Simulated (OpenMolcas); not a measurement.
## Ti2+ in CsCaBr3: curves along the breathing mode

Ti2+ with its 6 nearest bromide ions, on the Ca site of CsCaBr3 (a = 5.69 Å, distance in the model lattice 2.845 Å). The rest of the host is ab initio model potentials to 7.6 Å, with orthogonalisation functions on the cations behind the ligands, and point charges beyond; the distance is set by hand and nothing relaxes. Ligand basis ANO-RCC-VDZP.

```yaml
Program: OpenMolcas
Method: "SS-CASPT2, IPEA 0.25 Eh, imaginary shift 0.1 Eh (closed shells correlated: 3s 3p and the ligand valence shells)"
Basis: ANO-RCC-VDZP [5s4p2d1f]
Scalar_Hamiltonian: DKH2, point nucleus
Active_space: 2 electrons in 5 orbitals (3d)
State_averaging: 2S+1 = 3 even, 10 roots; 2S+1 = 1 even, 15 roots
Spin-orbit_coupling: RASSI with atomic mean-field integrals over the reference wave functions
```

Spin-free energies (labels of O, the rotations of Oh) in cm-1 above the lowest fitted minimum, as all ligands move together:

```
R (Å)    1T2     1E    3A2  1T2(2)    1A1    1T1  1E(2)
2.612    240   1010  10200   10670   9200  13170  20240
2.673    160    990   7830    9690   8980  12210  18110
2.735   1800   2770   7560   10660  10560  13020  18090
2.796   5180   6230   9300   13460  13820  15990  20000
2.858  10370  11480  13060   18170  18870  20690  23940
2.919  17150  18410  18750   24450  25630  27160  29770
2.981  26150  27390  26690   33270  34460  35820  37840
```

Cubic fits give the following; the wavenumber is harmonic, with the mass of all moving ligands, small differences in it between states hang on the degree of the fit, a number in brackets counts states of one label, and the table is a selection of at most 14 states with clean curves.

| State | R0 (Å) | Breathing mode (cm-1) | Minimum (cm-1) |
| --- | --- | --- | --- |
| 1T2 | 2.645 | 176 | 0 |
| 1E | 2.642 | 177 | 800 |
| 3A2 | 2.713 | 194 | 7430 |
| 1T2(2) | 2.673 | 183 | 9760 |
| 1A1 | 2.649 | 177 | 8890 |
| 1T1 | 2.674 | 188 | 12180 |
| 1E(2) | 2.707 | 193 | 17860 |
| 1A1(2) | 2.691 | 192 | 30170 |

The minimum of 1E is shifted by -0.0028 Å against 1T2 (from the unrounded fits). With M = 479.4 u for the moving shell, the Huang-Rhys factor in this mode is S = M ω ΔR² / 2ħ = 0.01483 × 479.4 × 176 × 0.0028² = 0.01. Only the first shell moves, against a rigid host.

Roots that are degenerate in the reference are averaged as groups; the widest CASPT2 spread within a group is 490 cm-1 (the 3-fold group of multiplicity 3 near 5360 cm-1 above the lowest state of its run, R = 2.796). Shifts and gaps below about the spread of the groups concerned are not significant. Over all roots computed the reference weight is 0.70 to 0.71 in R = 2.612, 0.70 to 0.71 in R = 2.673, 0.70 to 0.71 in R = 2.735, 0.70 to 0.71 in R = 2.796, 0.70 to 0.71 in R = 2.858, 0.70 to 0.71 in R = 2.919, 0.70 to 0.72 in R = 2.981; a low but even weight reflects the number of correlated electrons. An orbital triplet at a regular site is open to Jahn-Teller coupling, which can distort the site and quench the lowest spin-orbit gaps and is left out. Ligand-to-metal charge-transfer states are missing. With no ligand orbital active B as a rule stays too high, so bands that hang on it stand too high and its fall with covalency is understated. With one d shell and no ligand orbital active, 10Dq can be off by tens of per cent for divalent 3d ions, low with halides held by bare charges and at times high in hosts. Free-ion shares, where given, are those of the reference states; single-state CASPT2 does not remix them (holds for R = 2.735; R = 2.796; R = 2.858; R = 2.919; R = 2.981). These CASPT2 states fit no ligand-field parameters well, so their order and spin gaps are uncertain (holds for R = 2.796; R = 2.858; R = 2.919; R = 2.981). No measured value stands beside these numbers.
